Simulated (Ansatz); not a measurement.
A nudged elastic band was laid between two geometries of C3H9AlSi (14 atoms, charge 0, multiplicity 1).

All numbers below come from RKS PBE0-D4/STO-3G in Ansatz.

* movable images: 7
* climbing image: yes
* spring: 5.0 eV/Å²
* optimiser: quadratic models (default)
* start path: IDPP
* force threshold: 0.03 eV/Å
* iteration limit: 60
* end points: relaxed

First end point:

```xyz
14
Properties=species:S:1:pos:R:3
C -2.038 0.347 0.438
C -0.590 0.711 0.075
Al 0.717 1.447 1.247
Si 0.848 -0.548 0.344
C 1.716 -1.106 -1.226
H -2.694 1.232 0.455
H -2.105 -0.122 1.430
H -2.479 -0.363 -0.279
H -0.561 1.142 -0.935
H 1.077 2.631 2.096
H 0.395 -1.720 1.069
H 1.081 -1.776 -1.816
H 2.643 -1.646 -1.003
H 1.978 -0.257 -1.866
```

Last end point:

```xyz
14
Properties=species:S:1:pos:R:3
C -2.014 -0.080 0.633
C -0.738 0.556 0.061
Al 0.443 1.726 0.987
Si 0.981 -0.288 0.301
C 1.823 -0.828 -1.289
H -2.865 0.621 0.625
H -1.877 -0.407 1.674
H -2.329 -0.968 0.062
H -0.906 0.837 -0.988
H 0.571 3.063 1.658
H 0.890 -1.429 1.191
H 1.824 -0.028 -2.037
H 1.317 -1.691 -1.734
H 2.866 -1.113 -1.115
```

Question: What changes between the two ends?

Answer: No bond is made or broken. The dihedral Al3–Si4–C5–H14 goes from -16 to 105°. The two ends are copies of one structure, up to a mirror image or an exchange of like atoms.

Question: Give the energies along the band, and the barrier.

Answer: The run converged. The highest image is number 4 of 0 to 8, 0.8 kcal/mol above the ends, which have the same energy within 2 meV. A vibrational analysis at the climbing image gives one clearly imaginary mode, 114i cm⁻¹: a first-order saddle point. Limits of this set-up: minimal basis.

| image | path coordinate (Å) | energy (kcal/mol) | dihedral Al3–Si4–C5–H14 (°) |
| --- | --- | --- | --- |
| 0 | 0.00 | 0.0 | -16 |
| 1 | 0.44 | 0.1 | 0 |
| 2 | 0.89 | 0.4 | 15 |
| 3 | 1.33 | 0.6 | 30 |
| 4 | 1.78 | 0.8 | 45 |
| 5 | 2.22 | 0.6 | 60 |
| 6 | 2.67 | 0.4 | 75 |
| 7 | 3.11 | 0.1 | 90 |
| 8 | 3.56 | 0.0 | 105 |

Question: What is the geometry of the highest image?

Answer: 
```xyz
14
Properties=species:S:1:pos:R:3:forces:R:3
C -2.022 -0.021 0.617 0.00 0.00 0.00
C -0.722 0.584 0.064 0.00 -0.01 0.00
Al 0.490 1.711 1.003 0.00 0.01 0.00
Si 0.970 -0.314 0.305 -0.01 0.00 0.00
C 1.808 -0.884 -1.283 0.01 -0.01 -0.01
H -2.851 0.705 0.610 0.00 0.00 0.00
H -1.904 -0.364 1.655 0.00 0.00 0.00
H -2.357 -0.892 0.032 0.00 0.00 0.00
H -0.872 0.882 -0.983 0.00 0.00 0.00
H 0.661 3.042 1.674 0.00 0.00 0.00
H 0.831 -1.445 1.201 0.00 0.00 0.00
H 1.127 -0.819 -2.138 0.00 0.00 0.00
H 2.131 -1.926 -1.199 0.00 0.00 0.00
H 2.695 -0.290 -1.529 0.00 0.00 0.00
```

Question: What are the harmonic wavenumbers there?

Answer: 114i, 112, 164, 215, 235, 261, 415, 523, 573, 689, 733, 766, 803, 861, 962, 1016, 1027, 1081, 1205, 1224, 1448, 1523, 1605, 1718, 1720, 1724, 1730, 2492, 2645, 3317, 3352, 3374, 3473, 3490, 3523, 3531 cm⁻¹.

The band took 4 iterations and roughly 60 core-seconds.

The run took 58 s on 1 thread of AMD EPYC 9R14 (Zen 4) (shared host), peak memory 0.14 GiB.
